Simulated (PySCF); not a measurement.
## Vertical excitation energies

Species: 2-chloro-4-fluorotoluene, C7H6ClF.
Z-matrix (Å and degrees, GFN2-xTB geometry), rows numbered from 1:
```
C 
C   1  1.4950
C   2  1.3890  1  121.48
C   3  1.3836  2  121.79  1  -179.96
C   4  1.3818  3  118.54  2     0.06
F   5  1.3476  4  119.41  3   179.97
C   5  1.3827  4  121.80  3    -0.05
C   7  1.3844  5  118.29  4     0.04
Cl  8  1.7281  2  119.64  1    -0.06
H   1  1.0861  2  110.85  3    -0.15
H   1  1.0890  2  110.24  3  -120.90
H   1  1.0891  2  110.26  3   120.59
H   3  1.0796  2  118.95  1     0.06
H   4  1.0779  3  121.47  2   180.00
H   7  1.0777  5  120.34  4  -179.99
```

Computed, not measured: TDDFT PBE0/def2-SVPD, vertical, gas phase, core orbitals frozen in the response (PySCF 2.14.0, density-fitted response routines).

```json
{"state": "S1", "E (eV)": "5.21", "ν̃ (cm⁻¹)": "42010", "f": "0.029", "|μ| (D)": "1.20", "symmetry": "A′", "main configurations (H = HOMO, L = LUMO)": "H→L (68%), H-1→L+1 (22%)"}
{"state": "S2", "E (eV)": "5.92", "ν̃ (cm⁻¹)": "47790", "f": "0.039", "|μ| (D)": "1.32", "symmetry": "A′", "main configurations (H = HOMO, L = LUMO)": "H→L+1 (44%), H-1→L (43%), H→L (11%)"}
{"state": "S3", "E (eV)": "6.40", "ν̃ (cm⁻¹)": "51600", "f": "0.0010", "|μ| (D)": "0.20", "symmetry": "–", "main configurations (H = HOMO, L = LUMO)": "H→L+2 (92%)"}
{"state": "S4", "E (eV)": "6.66", "ν̃ (cm⁻¹)": "53690", "f": "0.417", "|μ| (D)": "4.06", "symmetry": "A′", "main configurations (H = HOMO, L = LUMO)": "H-1→L (48%), H→L+1 (45%)"}
{"state": "S5", "E (eV)": "6.84", "ν̃ (cm⁻¹)": "55160", "f": "0.0067", "|μ| (D)": "0.51", "symmetry": "A″", "main configurations (H = HOMO, L = LUMO)": "H→L+3 (93%)"}
{"state": "S6", "E (eV)": "6.85", "ν̃ (cm⁻¹)": "55220", "f": "0.580", "|μ| (D)": "4.73", "symmetry": "A′", "main configurations (H = HOMO, L = LUMO)": "H-1→L+1 (74%), H→L (19%)"}
```

Triplets (Tamm–Dancoff): T1 3.99 eV, H→L+1 (38%), H-1→L (31%), H→L (23%); T2 4.38 eV, H→L (73%), H-1→L (11%).

The lowest singlet comes at 238 nm (503 kJ/mol) in the ultraviolet; it is weak; its leading configuration is HOMO→LUMO (68%). The most intense listed level is S6 at 6.85 eV (181 nm, f = 0.580), 1.64 eV above S1. It is the last of those listed, so stronger ones may follow. S5/S6 lie within about 0.01 eV of each other. Löwdin shares by element: HOMO carbon 64% or more (atoms not listed hold the other 36%); LUMO carbon 72% or more (atoms not listed hold the other 28%). Weighted by f, the mean energy of these states is 6.70 eV. The listed states span 1.64 eV, and the widest gap between neighbours is 0.72 eV (S1 to S2). Orbital energies (eV): HOMO-3 -9.75, HOMO-2 -9.18, HOMO-1 -7.65, HOMO -7.16, LUMO -0.83, LUMO+1 -0.39, LUMO+2 0.52. Symmetry labels in Cs follow from the direction of the transition dipole and are given only for states with f of 0.002 or more. Singlets were solved by full linear response, triplets in the Tamm–Dancoff approximation.
